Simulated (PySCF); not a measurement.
PySCF input file for Ga(F) cation (FGa), SMILES [F][Ga] (connectivity only; charge and spin as stated), charge +1, multiplicity 2, IEF-PCM-B3LYP/def2-TZVPD. The structure is a stationary point at PBE0-D3(BJ)/def2-TZVPD. The multiplicity is an assumed one; other spin states were not compared.

```python
import numpy as np
from pyscf import gto, scf, dft
from pyscf.solvent import pcm

mol = gto.M(
    atom='''
    Ga    0.00000000    0.00000000   -0.38387324
    F     0.00000000    0.00000000    1.32223006
    ''',
    basis='def2-TZVPD',
    charge=1,
    spin=1,
    max_memory=1600,
    verbose=3,
)
mf = dft.UKS(mol, xc='b3lyp').density_fit(auxbasis='def2-universal-jkfit')
mf.grids.level = 3
mf.conv_tol = 1e-9
mf.max_cycle = 100
mf.kernel()
fine, coarse = mf.grids, dft.Grids(mol).set(level=1).build(with_non0tab=True)
for _ in range(3):  # follow internal instabilities
    mf.grids = coarse
    mo, _, stable, _ = mf.stability(return_status=True, nroots=4)
    mf.grids = fine
    if stable:
        break
    mf.kernel(mf.make_rdm1(mo, mf.mo_occ))
res = {}
for name, eps in {'water': 78.355, 'cyclohexanone': 15.619, '2-propanol': 19.264}.items():
    s = mf.PCM()
    s.with_solvent.method, s.with_solvent.eps, s.with_solvent.lebedev_order = 'IEF-PCM', eps, 29
    s.kernel(mf.make_rdm1())
    res[name] = (s.e_tot, eps, s.dip_moment(), s.mo_energy, s.converged)
    print(f'{name}: electrostatic solvation free energy {(s.e_tot - mf.e_tot) * 627.509474:.3f} kcal/mol')
```

Program output:

```

WARN: HOMO -0.27012931451231 >= LUMO -0.27012931451231

converged SCF energy = -2024.46520022927  <S^2> = 0.75304206  2S+1 = 2.0030397
<class 'pyscf.df.df_jk.DFUKS'> wavefunction is stable in the internal stability analysis

WARN: PCM is an experimental feature. It is still in testing.
Features and APIs may be changed in the future.

converged SCF energy = -2024.59215071012  <S^2> = 0.75196478  2S+1 = 2.0019638

WARN: System has nonzero charge 1; the dipole moment is origin-dependent.
Location of origin: [0. 0. 0.]

Dipole moment(X, Y, Z, Debye): -0.00000,  0.00000, -4.60897
water: electrostatic solvation free energy -79.663 kcal/mol

WARN: PCM is an experimental feature. It is still in testing.
Features and APIs may be changed in the future.

converged SCF energy = -2024.58509940208  <S^2> = 0.7520327  2S+1 = 2.0020317

WARN: System has nonzero charge 1; the dipole moment is origin-dependent.
Location of origin: [0. 0. 0.]

Dipole moment(X, Y, Z, Debye):  0.00000, -0.00000, -4.53478
cyclohexanone: electrostatic solvation free energy -75.238 kcal/mol

WARN: PCM is an experimental feature. It is still in testing.
Features and APIs may be changed in the future.

converged SCF energy = -2024.5867590213  <S^2> = 0.75201676  2S+1 = 2.0020157

WARN: System has nonzero charge 1; the dipole moment is origin-dependent.
Location of origin: [0. 0. 0.]

Dipole moment(X, Y, Z, Debye):  0.00000, -0.00000, -4.55195
2-propanol: electrostatic solvation free energy -76.279 kcal/mol
```

Self-consistency was reached.

Cost: around 27 core-seconds (rough).
